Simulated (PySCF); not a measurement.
Vertical excitations of a molecule C5H4F2O from TDA-CAM-B3LYP/def2-SVPD (PySCF), as energy in eV (oscillator strength): 3.74 (0.000), 6.31 (0.364), 6.84 (0.000), 7.24 (0.000), 7.85 (0.006), 7.98 (0.001). Lowest triplet (TDA): 3.22 eV. The structure is a stationary point at PBE0-D3(BJ)/def2-SVP. The values are those of a single conformer.

Identify the compound among the candidates.
(A) FC=C=CO/C=C/F
(B) O=C1C=CCC1(F)F
(C) C=C1COC(F)=C1F
(D) FC(F)=C=C1COC1

B, O=C1C=CCC1(F)F
